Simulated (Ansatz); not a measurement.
Reaction (stannylene formation by 1,1-elimination): `C[O][SnH]([Cl])[O][SiH3]` → CH₃OH + `[SiH3][O][Sn][Cl]`

Gas-phase electronic energies from Ansatz, PBE0-D4/def2-TZVP geometries. CBS: MP2 limit from def2 TZ/QZ plus the TZ coupled-cluster correction, frozen cores. This one scheme is used for every species. Elements past krypton have def2 core potentials. For Sn outer-core shells are correlated without core-valence functions, which leaves a few kJ/mol of doubt a bond. One conformer a species, not always the lowest.

```csv
species,CCSD(T)/def2-TZVPP energy (Eh)
`C[O][SnH]([Cl])[O][SiH3]`,-1155.04949
CH₃OH,-115.55534
`[SiH3][O][Sn][Cl]`,-1039.49926
```

Work out ΔE.

ΔE = (-115.55534) + (-1039.49926) − (-1155.04949) = -0.00511 Eh = -13.4 kJ/mol. CCSD(T)/CBS gives -14.2 kJ/mol.

Largest T1 diagnostic among the species: 0.015.

From PBE to PBE0 (25 % exact exchange), in def2-TZVPP and without D4, ΔE moves by +14.2 kJ/mol. The D4 term adds +15.9 kJ/mol with B3LYP and +9.4 kJ/mol with PBE0; it sums over pairs of atoms, weighted by their polarisabilities, and B3LYP, whose exchange is more repulsive, gets the larger term. In def2-TZVPP, CCSD(T) changes the Hartree–Fock value by +13.9 kJ/mol (the triples alone add +4.5 kJ/mol) and MP2 by +7.9 kJ/mol.

B3LYP here is the variant with VWN-RPA as its local correlation; programs differ in this.
